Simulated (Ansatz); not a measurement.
A run for Ansatz (an electronic-structure program): R-PBE/def2-TZVPPD on CH2ClN (a complex), monomers drawn apart or pushed together. Files ending in .json are basis or fitting sets from the Basis Set Exchange.

Ansatz 0.2 input:
```yaml
crystal:
  periodic: [false, false, false]
  atoms:
    - {symbol: Cl, position_ang: [-0.34072141, -1.53255421, -0.63115343]}
    - {symbol: H, position_ang: [-0.27153273, -0.80216449, 0.43500010]}
    - {symbol: C, position_ang: [-0.05944420, 1.45526752, 3.72008622]}
    - {symbol: N, position_ang: [-0.11976575, 0.80672056, 2.77978270]}
    - {symbol: H, position_ang: [-0.00305133, 2.05985096, 4.59777905]}
basis:
  gaussian:
    orbitals: def2-TZVPPD.json
hamiltonian:
  xc: {name: PBE}
scf: {lower_state_search: off}
```

The head of its log:

```
WARN ansatz: RAYON_NUM_THREADS=2 ignored (pool sized by the plan → 2); use --threads N
Functional definition: PBE
these checks for a lower state are left out or cut short: stability, starts, cluster_reference, orbital_swaps, neighbouring_geometries, increment
integrals: 0.05 GiB planned
795 factors; their error is unknown
mean field: 0.42 GiB planned
mean field evaluation 1: about -15069.6509 eV, gradient 4.9e1 eV
mean field evaluation 2: about -15054.3812 eV, gradient 9.1e1 eV
```

Problem. Give the final energy of this run.

Solution. -553.9809 hartree.
